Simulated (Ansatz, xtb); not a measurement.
Relative energy of two structures of C2H5GeO

Structure a is a doublet given by its coordinates and structure b is a doublet given by its coordinates. Both are isolated molecules in the gas phase, relaxed with BLYP-D3(BJ)/def2-SVP.

a (Å):

| atom | x (Å) | y (Å) | z (Å) |
| --- | --- | --- | --- |
| C | 0.7852 | 0.7980 | 0.0019 |
| C | 0.3677 | 1.4884 | -1.1597 |
| Ge | 1.6987 | -0.3593 | -1.8753 |
| O | 0.3019 | -1.5439 | -2.0773 |
| H | -0.5410 | -1.3127 | -1.6409 |
| H | 1.6432 | 1.1522 | 0.5926 |
| H | 0.1403 | 0.0480 | 0.4836 |
| H | -0.6145 | 1.2964 | -1.6165 |
| H | 0.8918 | 2.3947 | -1.4981 |

Close contacts (Å): C1–C2 1.41, C1–Ge3 2.39, C2–Ge3 2.39, Ge3–O4 1.84, C1–H6 1.10, C1–H7 1.10, C2–H8 1.10, C2–H9 1.10, O4–H5 0.98.

b (Å):

```yaml
atoms:
  - { symbol: C, position_ang: [0.4407, -0.1286, 0.0122] }
  - { symbol: C, position_ang: [1.3430, 0.8984, -0.5906] }
  - { symbol: Ge, position_ang: [1.1753, 1.6852, -2.4040] }
  - { symbol: O, position_ang: [-0.3310, 0.6877, -2.8051] }
  - { symbol: H, position_ang: [-0.3711, -0.4244, -0.6791] }
  - { symbol: H, position_ang: [1.0122, -1.0412, 0.3074] }
  - { symbol: H, position_ang: [-0.0131, 0.2436, 0.9620] }
  - { symbol: H, position_ang: [2.1797, 1.2401, 0.0519] }
  - { symbol: H, position_ang: [-0.6351, 0.9040, -3.7091] }
```

Close contacts (Å): C1–C2 1.49, C2–Ge3 1.98, Ge3–O4 1.85, C1–H5 1.11, C1–H6 1.12, C1–H7 1.12, C2–H8 1.11, O4–H9 0.98.

**Question.** Estimate E(b) − E(a) at the level CCSD(T)/def2-SVP + ΔMP2/def2-TZVPP.

**Answer.** Not settled: CCSD(T)/def2-SVP + ΔMP2/def2-TZVPP gives E(b) − E(a) = +3.0 kcal/mol, but this leans on the basis-set step: CCSD(T) alone gives −1.6 kcal/mol.

How the difference moves with the method:

```csv
level,geometry,E(b) − E(a) (kcal/mol),departure from the last row (kcal/mol),"job, with rough time for the two"
GFN2-xTB,GFN2-xTB,+6.3,+3.4,"optimisation, 0.94 s"
HF/STO-3G,GFN2-xTB,−29.6,−32.6,"single point, 7.6 s"
r2SCAN-D4/def2-SVP,GFN2-xTB,+0.6,−2.4,"single point, 18 s"
BLYP-D3(BJ)/def2-SVP,BLYP-D3(BJ)/def2-SVP,+3.5,+0.5,"optimisation, 2.3 min"
HF/def2-SVP,BLYP-D3(BJ)/def2-SVP,−11.4,−14.4,part of the CCSD(T) run
MP2/def2-SVP,BLYP-D3(BJ)/def2-SVP,+0.2,−2.7,part of the CCSD(T) run
CCSD(T)/def2-SVP,BLYP-D3(BJ)/def2-SVP,−1.6,−4.6,single point
CCSD(T)/def2-SVP + ΔMP2/def2-TZVPP,BLYP-D3(BJ)/def2-SVP,+3.0,,"single point, 3.4 min"
```

HF/STO-3G, HF/def2-SVP, CCSD(T)/def2-SVP put the two in the other order. MP2/def2-SVP finds them nearly level. The largest departure from CCSD(T)/def2-SVP + ΔMP2/def2-TZVPP is that of HF/STO-3G, 32.6 kcal/mol. The last row adds to CCSD(T) the change of the MP2 difference between the two basis sets, here +4.6 kcal/mol, a large step that makes the value less sure.

With harmonic frequencies from BLYP-D3(BJ)/def2-SVP (ideal gas, rigid rotor, one conformer each, 1000 K, 1 atm): the zero-point term adds +0.6 kcal/mol; ΔH is +2.7 and ΔG +5.8 kcal/mol.

Open shells are spin-unrestricted. The correlated steps freeze 12 core orbitals; the filled d shell of Ge is correlated, in a basis made for valence electrons. Programs: Ansatz 0.2.0, xtb 6.7.1; the last row on 2 threads of Intel(R) Xeon(R) Processor @ 2.50GHz (Skylake/Cascade Lake) on a shared host.
